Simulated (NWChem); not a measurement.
All runs are NWChem calculations. System: HP, charge 0, spin multiplicity 3, at a geometry optimised with UPBE0/def2-SVP. The structure started from a generated list of species. Its SCF solution wasn't tested for a lower state. Level: UPBE/def2-SVP.

Input file:

```
start mol
memory heap 200 mb stack 900 mb global 1100 mb
geometry units angstroms nocenter noautoz
  P      0.000000     0.000000     0.089819
  H      0.000000     0.000000    -1.347288
  symmetry group C2v
end
basis spherical
  * library def2-svp
end
dft
  xc xpbe96 cpbe96
  odft
  mult 3
  semidirect memsize 60000000 filesize 0
  iterations 100
end
task dft energy
```

Part of the output:

```
             Northwest Computational Chemistry Package (NWChem) 7.3.0
             --------------------------------------------------------

                                NWChem Input Module
                                -------------------

 Scaling coordinates for geometry "geometry" by  1.889725989
 (inverse scale =  0.529177249)

 Turning off AUTOSYM since
 SYMMETRY directive was detected!

                             Geometry "geometry" -> ""
                             -------------------------

 Output coordinates in angstroms (scale by  1.889725989 to convert to a.u.)

  No.       Tag          Charge          X              Y              Z
 ---- ---------------- ---------- -------------- -------------- --------------
    1 P                   15.0000     0.00000000     0.00000000     0.08981900
    2 H                    1.0000     0.00000000     0.00000000    -1.34728800

 Effective nuclear repulsion energy (a.u.)       5.5233595933

            Nuclear Dipole moment (a.u.)
            ----------------------------
        X                 Y               Z
 ---------------- ---------------- ----------------
     0.0000000000     0.0000000000    -0.0000056692

      Symmetry information
      --------------------

 Group name             C2v
 Group number             16
 Group order               4
 No. of unique centers     2

      Symmetry unique atoms

     1    2


 Summary of "ao basis" -> "" (spherical)
 ------------------------------------------------------------------------------
       Tag                 Description            Shells   Functions and Types
 ---------------- ------------------------------  ------  ---------------------
 *                          def2-svp                  on all atoms

  pbe96 is a nonlocal functional; adding pw91lda local functional.

                                 NWChem DFT Module
                                 -----------------

 Summary of "ao basis" -> "ao basis" (spherical)
 ------------------------------------------------------------------------------
       Tag                 Description            Shells   Functions and Types
 ---------------- ------------------------------  ------  ---------------------
 P                          def2-svp                 8       18   4s3p1d
 H                          def2-svp                 3        5   2s1p

 Summary of "ao basis" -> "ao basis" (spherical)
 ------------------------------------------------------------------------------
       Tag                 Description            Shells   Functions and Types
 ---------------- ------------------------------  ------  ---------------------
 P                          def2-svp                 8       18   4s3p1d
 H                          def2-svp                 3        5   2s1p

      Symmetry analysis of basis
      --------------------------

        a1         12
        a2          1
        b1          5
        b2          5

            General Information
            -------------------
          SCF calculation type: DFT
          Wavefunction type:  spin polarized.
          No. of atoms     :     2
          No. of electrons :    16
           Alpha electrons :     9
            Beta electrons :     7
          Charge           :     0
          Spin multiplicity:     3
          Use of symmetry is: on ; symmetry adaption is: on
          Maximum number of iterations: 100
          AO basis - number of functions:    23
                     number of shells:    11
          Convergence on energy requested:  1.00D-06
          Convergence on density requested:  1.00D-05
          Convergence on gradient requested:  5.00D-04

              XC Information
              --------------
          PerdewBurkeErnzerhof Exchange Functional  1.000
            Perdew 1991 LDA Correlation Functional  1.000 local
           PerdewBurkeErnz. Correlation Functional  1.000 non-local

             Grid Information
             ----------------
          Grid used for XC integration:  medium
          Radial quadrature: Mura-Knowles
          Angular quadrature: Lebedev.
          Tag              B.-S. Rad. Rad. Pts. Rad. Cut. Ang. Pts.
          ---              ---------- --------- --------- ---------
          P                   1.00       88           7.0       590
          H                   0.35       45           7.0       434
          Grid pruning is: on
          Number of quadrature shells:   133
          Spatial weights used:  Erf1

          Convergence Information
          -----------------------
          Convergence aids based upon iterative change in
          total energy or number of iterations.
          Levelshifting, if invoked, occurs when the
          HOMO/LUMO gap drops below (HL_TOL):  1.00D-02
          DIIS, if invoked, will attempt to extrapolate
          using up to (NFOCK): 10 stored Fock matrices.

                    Damping( 0%)  Levelshifting(0.5)       DIIS
                  --------------- ------------------- ---------------
          dE  on:    start            ASAP                start
          dE off:    2 iters        100 iters           100 iters

      Screening Tolerance Information
      -------------------------------
          Density screening/tol_rho:  1.00D-10
          AO Gaussian exp screening on grid/accAOfunc:  14
          CD Gaussian exp screening on grid/accCDfunc:  20
          XC Gaussian exp screening on grid/accXCfunc:  20
          Schwarz screening/accCoul:  1.00D-08

      Superposition of Atomic Density Guess
      -------------------------------------

 Sum of atomic energies:        -341.03693934
[...]
 !! scf_movecs_sym_adapt:    4 vectors were symmetry contaminated

 !! scf_movecs_sym_adapt:   10 vectors were symmetry contaminated

  Symmetry fudging

 !! scf_movecs_sym_adapt:    6 vectors were symmetry contaminated

 d= 0,ls=0.0,diis     6   -341.6041409445 -6.11D-07  1.07D-05  3.60D-08     0.2
                                                     9.33D-06  1.85D-08

 !! scf_movecs_sym_adapt:   10 vectors were symmetry contaminated

  Symmetry fudging

 !! scf_movecs_sym_adapt:   10 vectors were symmetry contaminated

 !! scf_movecs_sym_adapt:   10 vectors were symmetry contaminated

  Symmetry fudging

 !! scf_movecs_sym_adapt:    8 vectors were symmetry contaminated

 d= 0,ls=0.0,diis     7   -341.6041409703 -2.58D-08  5.19D-07  2.45D-10     0.2
                                                     1.46D-06  6.27D-10

         Total DFT energy =     -341.604140970320
      One electron energy =     -483.074514642504
           Coulomb energy =      159.329547805574
    Exchange-Corr. energy =      -23.382533726653
 Nuclear repulsion energy =        5.523359593263

 Numeric. integr. density =       16.000004464262

     Total iterative time =      0.1s

                  Occupations of the irreducible representations
                  ----------------------------------------------

                     irrep           alpha         beta
                     --------     --------     --------
                     a1                5.0          5.0
                     a2                0.0          0.0
                     b1                2.0          1.0
                     b2                2.0          1.0

                    DFT Final Alpha Molecular Orbital Analysis
                    ------------------------------------------

 Vector    7  Occ=1.000000D+00  E=-3.057620D-01  Symmetry=a1
              MO Center= -6.1D-16,  5.8D-17, -1.6D-01, r^2= 1.9D+00
   Bfn.  Coefficient  Atom+Function         Bfn.  Coefficient  Atom+Function
  ----- ------------  ---------------      ----- ------------  ---------------
    19     -0.360514  2 H  s                 10      0.344414  1 P  pz
    13      0.324015  1 P  pz                 4      0.309173  1 P  s
     3      0.288709  1 P  s                 20     -0.229064  2 H  s
     7     -0.193928  1 P  pz                 2      0.192650  1 P  s
    16     -0.066055  1 P  d  0               1      0.029944  1 P  s

 Vector    8  Occ=1.000000D+00  E=-2.195595D-01  Symmetry=b2
              MO Center=  1.6D-31, -3.3D-16,  6.1D-02, r^2= 1.7D+00
   Bfn.  Coefficient  Atom+Function         Bfn.  Coefficient  Atom+Function
  ----- ------------  ---------------      ----- ------------  ---------------
    12      0.662122  1 P  py                 9      0.464381  1 P  py
     6     -0.254955  1 P  py                15     -0.025412  1 P  d -1

 Vector    9  Occ=1.000000D+00  E=-2.195595D-01  Symmetry=b1
              MO Center=  3.5D-16, -1.5D-31,  6.1D-02, r^2= 1.7D+00
   Bfn.  Coefficient  Atom+Function         Bfn.  Coefficient  Atom+Function
  ----- ------------  ---------------      ----- ------------  ---------------
    11      0.662122  1 P  px                 8      0.464381  1 P  px
     5     -0.254955  1 P  px                17      0.025412  1 P  d  1

 Vector   10  Occ=0.000000D+00  E= 1.580901D-02  Symmetry=a1
              MO Center= -2.3D-16, -2.3D-16, -6.8D-01, r^2= 2.9D+00
   Bfn.  Coefficient  Atom+Function         Bfn.  Coefficient  Atom+Function
  ----- ------------  ---------------      ----- ------------  ---------------
    20      1.381318  2 H  s                 13      1.060598  1 P  pz
     4     -0.687685  1 P  s                 19      0.317726  2 H  s
     3     -0.304156  1 P  s                 10      0.279858  1 P  pz
     7     -0.160187  1 P  pz                 2     -0.154843  1 P  s
    16      0.132821  1 P  d  0

 Vector   11  Occ=0.000000D+00  E= 2.083430D-01  Symmetry=a1
              MO Center=  4.2D-17,  4.2D-17, -1.1D-01, r^2= 3.1D+00
   Bfn.  Coefficient  Atom+Function         Bfn.  Coefficient  Atom+Function
  ----- ------------  ---------------      ----- ------------  ---------------
     4     -2.043123  1 P  s                  3      1.862509  1 P  s
     2      0.423139  1 P  s                 13      0.405822  1 P  pz
    19      0.358317  2 H  s                 16      0.196841  1 P  d  0
    20      0.187071  2 H  s                  1      0.058417  1 P  s
    23      0.026548  2 H  pz

 Vector   12  Occ=0.000000D+00  E= 3.230838D-01  Symmetry=a1
              MO Center= -2.2D-17, -2.2D-17, -6.9D-01, r^2= 3.5D+00
   Bfn.  Coefficient  Atom+Function         Bfn.  Coefficient  Atom+Function
  ----- ------------  ---------------      ----- ------------  ---------------
     4      1.546092  1 P  s                 20     -1.521486  2 H  s
     3     -0.939998  1 P  s                 19      0.724271  2 H  s
    16      0.393500  1 P  d  0              10     -0.376235  1 P  pz
     2     -0.224121  1 P  s                  7      0.104833  1 P  pz
     1     -0.030816  1 P  s

                     DFT Final Beta Molecular Orbital Analysis
                     -----------------------------------------

 Vector    5  Occ=1.000000D+00  E=-4.538918D+00  Symmetry=b2
              MO Center=  1.9D-32, -9.0D-16,  9.0D-02, r^2= 8.3D-02
   Bfn.  Coefficient  Atom+Function         Bfn.  Coefficient  Atom+Function
  ----- ------------  ---------------      ----- ------------  ---------------
     6      0.983036  1 P  py                 9      0.049685  1 P  py

 Vector    6  Occ=1.000000D+00  E=-5.020820D-01  Symmetry=a1
              MO Center= -2.2D-17,  1.3D-18, -4.1D-01, r^2= 1.2D+00
   Bfn.  Coefficient  Atom+Function         Bfn.  Coefficient  Atom+Function
  ----- ------------  ---------------      ----- ------------  ---------------
     3      0.664882  1 P  s                  2      0.437814  1 P  s
    19      0.271451  2 H  s                  4      0.242199  1 P  s
    10     -0.096505  1 P  pz                20      0.079416  2 H  s
     1      0.070217  1 P  s                  7      0.057208  1 P  pz
    13     -0.042458  1 P  pz                16      0.040979  1 P  d  0

 Vector    7  Occ=1.000000D+00  E=-2.819985D-01  Symmetry=a1
              MO Center= -4.4D-16, -5.3D-17, -4.2D-02, r^2= 1.9D+00
   Bfn.  Coefficient  Atom+Function         Bfn.  Coefficient  Atom+Function
  ----- ------------  ---------------      ----- ------------  ---------------
    19     -0.357926  2 H  s                  3      0.351064  1 P  s
     4      0.345089  1 P  s                 10      0.328753  1 P  pz
    13      0.308481  1 P  pz                20     -0.238197  2 H  s
     2      0.233858  1 P  s                  7     -0.186467  1 P  pz
     1      0.036462  1 P  s                 16     -0.030020  1 P  d  0

 Vector    8  Occ=0.000000D+00  E=-1.348150D-01  Symmetry=b2
              MO Center=  6.2D-32, -1.9D-16,  7.1D-02, r^2= 1.8D+00
   Bfn.  Coefficient  Atom+Function         Bfn.  Coefficient  Atom+Function
  ----- ------------  ---------------      ----- ------------  ---------------
    12      0.688977  1 P  py                 9      0.431499  1 P  py
     6     -0.244471  1 P  py

 Vector    9  Occ=0.000000D+00  E=-1.348150D-01  Symmetry=b1
              MO Center=  2.1D-16, -6.1D-32,  7.1D-02, r^2= 1.8D+00
   Bfn.  Coefficient  Atom+Function         Bfn.  Coefficient  Atom+Function
  ----- ------------  ---------------      ----- ------------  ---------------
    11      0.688977  1 P  px                 8      0.431499  1 P  px
     5     -0.244471  1 P  px

 Vector   10  Occ=0.000000D+00  E= 3.864836D-02  Symmetry=a1
              MO Center= -2.0D-16, -2.0D-16, -7.6D-01, r^2= 2.9D+00
   Bfn.  Coefficient  Atom+Function         Bfn.  Coefficient  Atom+Function
  ----- ------------  ---------------      ----- ------------  ---------------
    20      1.446108  2 H  s                 13      1.070402  1 P  pz
     4     -0.723686  1 P  s                  3     -0.346174  1 P  s
    10      0.286560  1 P  pz                19      0.269248  2 H  s
     2     -0.180105  1 P  s                  7     -0.163308  1 P  pz
    16      0.097527  1 P  d  0               1     -0.026752  1 P  s

   alpha - beta orbital overlaps
   -----------------------------

   alpha      1      2      3      4      5      6      7      8      9     10
    beta      1      2      4      5      3      6      7      8      9     10
 overlap   1.000  1.000  1.000  1.000  1.000  0.994  0.996  1.000  1.000  0.997

   alpha     11     12     13     14     15     16     17     18     19     20
    beta     11     12     13     14     17     18     16     15     19     20
 overlap   0.996  0.995  0.988  0.988  1.000  1.000  0.988  0.988  0.999  0.998

   alpha     21     22     23
    beta     22     21     23
 overlap   1.000  1.000  1.000

     --------------------------
     Expectation value of S2:
     --------------------------
      <S2> =      2.0053 (Exact =     2.0000)

 center of mass
 --------------
 x =   0.00000000 y =   0.00000000 z =   0.08415314

 moments of inertia (a.u.)
 ------------------
           7.198714565060           0.000000000000           0.000000000000
           0.000000000000           7.198714565060           0.000000000000
           0.000000000000           0.000000000000           0.000000000000

     Multipole analysis of the density
     ---------------------------------

     L   x y z        total         alpha         beta         nuclear
     -   - - -        -----         -----         ----         -------
     0   0 0 0     -0.000000     -9.000000     -7.000000     16.000000

     1   1 0 0     -0.000000     -0.000000     -0.000000      0.000000
     1   0 1 0     -0.000000     -0.000000     -0.000000      0.000000
     1   0 0 1     -0.239394     -0.240284      0.000896     -0.000006

     2   2 0 0    -10.328223     -7.636867     -2.691356      0.000000
     2   1 1 0     -0.000000     -0.000000     -0.000000      0.000000
     2   1 0 1     -0.000000     -0.000000     -0.000000      0.000000
     2   0 2 0    -10.328223     -7.636867     -2.691356      0.000000
     2   0 1 1     -0.000000     -0.000000     -0.000000      0.000000
     2   0 0 2    -10.306361     -9.666200     -7.554444      6.914283

 Task  times  cpu:        0.2s     wall:        0.2s

 Total times  cpu:        0.2s     wall:        0.2s
```
